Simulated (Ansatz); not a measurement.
Compare A (`[BH2][AlH][AlH][CH3]`) with its isomer B (`C[BH][AlH][AlH2]`).

Calculated with Ansatz (gas phase, PBE0-D4/def2-TZVP geometries, no zero-point term in ΔE). CBS: MP2 limit from def2 TZ/QZ plus the TZ coupled-cluster correction, frozen cores. Functionals use def2-TZVPP. B3LYP here is the variant with VWN-RPA as its local correlation; programs differ in this. One conformer a species, not always the lowest.

(1) Which is lower in electronic energy at CCSD(T)/CBS, and by how much? (Best estimate.)

(2) Give E(B) − E(A) in kcal/mol with LDA (SPW92), CCSD(T)/def2-SVP, BLYP-D4, PBE0-D4, r2SCAN-D4, B3LYP, CCSD/def2-TZVPP. (An estimate is asked.)

(3) Does the order hold for the free energy at 298.15 K (harmonic terms from PBE0-D4)? (An estimate is asked.)

Largest T1 diagnostic: 0.013.

Results:

(1) The calculation gave: B, by 0.4 kcal/mol. So small a gap doesn't settle the order.

(2) Ansatz gave: LDA (SPW92) -2.5, CCSD(T)/def2-SVP -2.6, BLYP-D4 -0.9, PBE0-D4 -1.4, r2SCAN-D4 -0.8, B3LYP -0.8, CCSD/def2-TZVPP -0.5. None reverses the order clearly.

(3) The calculation gave: Too close to call: G(B) − G(A) = -0.2 kcal/mol, for one conformer each. Modes under 60 cm⁻¹, often nearly free rotors, make the harmonic entropy too high.

At CCSD(T), def2-SVP lies −2.2 kcal/mol from the extrapolated value and def2-TZVPP −0.1 kcal/mol. Leaving LDA and LC-ωPBE aside and taking each functional with its dispersion term where it has one, the values, not all of them listed here, spread over 2.8 kcal/mol, from B97M-V to B2PLYP. LDA lies −1.2 kcal/mol from PBE without D4.
